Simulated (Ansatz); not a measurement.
Molecule: dibromo(dimethoxy)silane, C2H6Br2O2Si (charge 0, singlet). SMILES: CO[Si](Br)(Br)OC
Geometry from a B3LYP-D3(BJ)/def2-TZVP (Ansatz, an electronic-structure program) optimisation:
```xyz
13

Si     0.0942    -0.3103    -0.1079
Br    -0.1796     1.4443    -1.4303
Br    -0.3216     0.2071     2.0044
O      1.6418    -0.7518    -0.2960
C      2.3034    -1.7734     0.4493
O     -0.9648    -1.4790    -0.4796
C     -1.1443    -2.0457    -1.7771
H      2.3767    -1.4926     1.5015
H      1.7724    -2.7244     0.3681
H      3.3034    -1.8827     0.0344
H     -1.5301    -1.2971    -2.4713
H     -1.8656    -2.8549    -1.6814
H     -0.2040    -2.4437    -2.1648
```
Charge 0, spin multiplicity 1.

Computed values are from Ansatz. Correlated levels leave the core frozen unless marked. Open shells are spin-unrestricted. No spin-orbit coupling. Frozen are the shells of the preceding noble gas and the d and f shells that filled before the atom's block. No relativistic terms. Basis-set limits of correlation are two-point, X^-3; Hartree-Fock from the larger set.

**Question.** What is the dipole moment at CCSD(T)/def2-SVPD?

**Answer.** 2.74 D.

**Question.** What is the atomisation energy De at CCSD(T)/CBS(def2-TZVPP,def2-QZVPP)?

**Answer.** 4933.0 kJ/mol.

**Question.** What is the T1 diagnostic at CCSD/def2-QZVPP?

**Answer.** 0.011.

**Question.** What is the total energy at CCSD(T)/CBS(def2-TZVPP,def2-QZVPP)?

**Answer.** -5664.6751 Eh.
